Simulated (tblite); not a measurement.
C₅H₁₅BS.
Numbering: `[BH3-:1][S@+:2]([CH3:3])[C@@H:4]([CH3:5])[CH2:6][CH3:7]` (hydrogens: H8, H9, H10 on B1; H11, H12, H13 on C3; H14 on C4; H15, H16, H17 on C5; H18, H19 on C6; H20, H21, H22 on C7)

Computed with GFN2-xTB (tblite), gas phase: L-BFGS steps from a force-field or distance-geometry start until the largest atomic force falls under 0.01 eV/Å.

Step 26: E = -621.4161 eV
```
atom  x, y, z in Å  |  force x, y, z in eV/Å
B1     -2.0578    0.1645   -1.6801   -0.006   0.003   0.002
S2     -0.6003   -0.7429   -0.7119    0.022   0.044  -0.052
C3     -1.4493   -1.3427    0.7780    0.020  -0.001  -0.025
C4      0.4565    0.6305   -0.0407    0.053  -0.023   0.009
C5     -0.2902    1.5556    0.9017    0.002  -0.027  -0.027
C6      1.7148    0.0463    0.5951    0.031  -0.013  -0.011
C7      2.5493   -0.7464   -0.4045    0.000   0.010   0.017
H8     -2.6279   -0.7385   -2.1999   -0.005   0.036   0.024
H9     -2.6925    0.7263   -0.8470   -0.025   0.022  -0.039
H10    -1.4973    0.8780   -2.4472   -0.015  -0.024   0.034
H11    -2.0838   -2.1582    0.4493   -0.018  -0.032   0.003
H12    -2.0600   -0.5544    1.2017   -0.035   0.007   0.011
H13    -0.7163   -1.7071    1.4889    0.005  -0.010   0.046
H14     0.7304    1.1688   -0.9527   -0.037   0.006   0.026
H15     0.3276    2.4236    1.1267   -0.012  -0.012  -0.029
H16    -1.2107    1.9009    0.4391   -0.026   0.015   0.014
H17    -0.5212    1.0549    1.8401    0.010   0.020  -0.001
H18     2.3141    0.8710    0.9905   -0.024   0.000  -0.010
H19     1.4359   -0.5878    1.4406    0.032  -0.012  -0.042
H20     3.4553   -1.1197    0.0666   -0.017  -0.002  -0.002
H21     1.9810   -1.5888   -0.7911    0.033   0.005   0.021
H22     2.8320   -0.1144   -1.2440    0.011  -0.012   0.032
```

Step 27: E = -621.4168 eV
```
atom  x, y, z in Å  |  force x, y, z in eV/Å
B1     -2.0571    0.1654   -1.6777   -0.017   0.012  -0.001
S2     -0.6005   -0.7427   -0.7132    0.035   0.045  -0.014
C3     -1.4493   -1.3412    0.7779    0.013  -0.006  -0.018
C4      0.4593    0.6303   -0.0413   -0.002  -0.028  -0.011
C5     -0.2906    1.5539    0.8995   -0.005  -0.020  -0.009
C6      1.7168    0.0459    0.5946    0.005  -0.004  -0.016
C7      2.5509   -0.7469   -0.4045    0.010   0.010   0.020
H8     -2.6293   -0.7354   -2.1970   -0.013   0.013   0.014
H9     -2.6925    0.7289   -0.8470   -0.026   0.025  -0.021
H10    -1.4991    0.8781   -2.4458    0.001  -0.011   0.019
H11    -2.0824   -2.1578    0.4482   -0.016  -0.027   0.010
H12    -2.0620   -0.5539    1.2020   -0.023  -0.004  -0.005
H13    -0.7175   -1.7052    1.4910    0.001  -0.004   0.028
H14     0.7291    1.1685   -0.9538   -0.013   0.013   0.015
H15     0.3230    2.4240    1.1264    0.000  -0.003  -0.037
H16    -1.2132    1.8960    0.4387   -0.016   0.014   0.002
H17    -0.5206    1.0534    1.8376    0.008   0.005   0.020
H18     2.3144    0.8715    0.9909   -0.017  -0.011  -0.009
H19     1.4352   -0.5888    1.4386    0.041  -0.010  -0.033
H20     3.4561   -1.1192    0.0680   -0.003  -0.012   0.001
H21     1.9836   -1.5903   -0.7908    0.032   0.015   0.020
H22     2.8353   -0.1150   -1.2433    0.006  -0.012   0.024
```

Step 28: E = -621.4172 eV
```
atom  x, y, z in Å  |  force x, y, z in eV/Å
B1     -2.0572    0.1661   -1.6766   -0.020   0.016   0.001
S2     -0.6000   -0.7416   -0.7141    0.023   0.024   0.012
C3     -1.4492   -1.3407    0.7777    0.004  -0.010  -0.008
C4      0.4609    0.6299   -0.0417   -0.037  -0.018  -0.017
C5     -0.2908    1.5528    0.8982   -0.010  -0.009   0.006
C6      1.7180    0.0456    0.5940   -0.012   0.004  -0.013
C7      2.5519   -0.7471   -0.4042    0.018   0.005   0.015
H8     -2.6302   -0.7335   -2.1952   -0.019  -0.003   0.006
H9     -2.6932    0.7308   -0.8478   -0.026   0.027  -0.008
H10    -1.5000    0.8780   -2.4447    0.012   0.002   0.003
H11    -2.0820   -2.1582    0.4478   -0.004  -0.014   0.013
H12    -2.0637   -0.5541    1.2025   -0.007  -0.017  -0.020
H13    -0.7182   -1.7045    1.4927   -0.007   0.004   0.009
H14     0.7282    1.1687   -0.9540    0.003   0.017   0.005
H15     0.3207    2.4242    1.1255    0.005  -0.001  -0.040
H16    -1.2148    1.8939    0.4386   -0.004   0.007  -0.004
H17    -0.5200    1.0529    1.8366    0.008  -0.002   0.027
H18     2.3143    0.8715    0.9909   -0.008  -0.008  -0.005
H19     1.4356   -0.5896    1.4368    0.039  -0.014  -0.018
H20     3.4565   -1.1192    0.0689    0.012  -0.017   0.009
H21     1.9856   -1.5909   -0.7903    0.024   0.012   0.015
H22     2.8373   -0.1156   -1.2425    0.007  -0.006   0.011
```

Step 29: E = -621.4176 eV
```
atom  x, y, z in Å  |  force x, y, z in eV/Å
B1     -2.0577    0.1670   -1.6757   -0.020   0.016   0.003
S2     -0.5993   -0.7403   -0.7146   -0.003  -0.004   0.025
C3     -1.4491   -1.3405    0.7774   -0.003  -0.012   0.003
C4      0.4616    0.6293   -0.0423   -0.049  -0.001  -0.013
C5     -0.2912    1.5518    0.8972   -0.013   0.003   0.016
C6      1.7188    0.0455    0.5932   -0.020   0.008  -0.007
C7      2.5531   -0.7471   -0.4036    0.023   0.000   0.006
H8     -2.6312   -0.7321   -2.1936   -0.021  -0.012   0.002
H9     -2.6944    0.7329   -0.8486   -0.023   0.027   0.002
H10    -1.5005    0.8779   -2.4438    0.017   0.011  -0.009
H11    -2.0817   -2.1588    0.4478    0.008  -0.002   0.013
H12    -2.0653   -0.5547    1.2025    0.006  -0.024  -0.031
H13    -0.7190   -1.7039    1.4943   -0.013   0.009  -0.007
H14     0.7275    1.1693   -0.9541    0.013   0.018  -0.002
H15     0.3189    2.4244    1.1241    0.009  -0.002  -0.040
H16    -1.2161    1.8924    0.4385    0.004  -0.002  -0.004
H17    -0.5193    1.0524    1.8362    0.007  -0.003   0.025
H18     2.3141    0.8713    0.9908   -0.001  -0.001  -0.002
H19     1.4367   -0.5905    1.4349    0.031  -0.018  -0.002
H20     3.4570   -1.1195    0.0697    0.023  -0.017   0.016
H21     1.9877   -1.5912   -0.7895    0.013   0.004   0.009
H22     2.8390   -0.1162   -1.2416    0.012   0.003  -0.003
```

Question: Estimate the geometry and energy of step 30. (The exact step hangs on the optimiser's Hessian estimate; all steps are aligned on step 29, rigid shifts and turns removed.)

Answer: E = -621.4181 eV, largest force 0.055 eV/Å
```
atom  x, y, z in Å  |  force x, y, z in eV/Å
B1     -2.0587    0.1685   -1.6745   -0.018   0.013   0.001
S2     -0.5985   -0.7391   -0.7149   -0.036  -0.034   0.025
C3     -1.4489   -1.3403    0.7771   -0.011  -0.013   0.011
C4      0.4616    0.6286   -0.0433   -0.040   0.019  -0.001
C5     -0.2920    1.5504    0.8964   -0.013   0.013   0.022
C6      1.7193    0.0455    0.5922   -0.019   0.007   0.001
C7      2.5551   -0.7470   -0.4028    0.024  -0.004  -0.004
H8     -2.6330   -0.7305   -2.1915   -0.019  -0.014   0.000
H9     -2.6961    0.7361   -0.8491   -0.017   0.023   0.009
H10    -1.5008    0.8781   -2.4428    0.018   0.016  -0.016
H11    -2.0811   -2.1594    0.4478    0.018   0.003   0.009
H12    -2.0672   -0.5556    1.2017    0.012  -0.024  -0.037
H13    -0.7201   -1.7027    1.4961   -0.012   0.012  -0.018
H14     0.7269    1.1701   -0.9544    0.017   0.015  -0.005
H15     0.3165    2.4246    1.1215    0.012  -0.003  -0.036
H16    -1.2177    1.8900    0.4381    0.009  -0.009  -0.001
H17    -0.5184    1.0516    1.8362    0.008   0.000   0.019
H18     2.3138    0.8711    0.9907    0.002   0.007   0.000
H19     1.4385   -0.5920    1.4326    0.019  -0.019   0.013
H20     3.4581   -1.1201    0.0712    0.028  -0.011   0.023
H21     1.9907   -1.5914   -0.7885    0.002  -0.006   0.001
H22     2.8415   -0.1169   -1.2406    0.018   0.010  -0.015
```

The energy changes by -0.0004 eV. The first-order estimate −F·Δx gives -0.0006 eV and the mean of the old and new forces, exact on a quadratic surface, -0.0004 eV. The step makes an angle of 63° with the force vector and moves no atom by more than 0.004 Å.

What follows is the cost of the whole relaxation. Hardware: an Intel Xeon at 2.50 GHz with one thread, no GPU (shared host). Cost: 1.5 s wall.
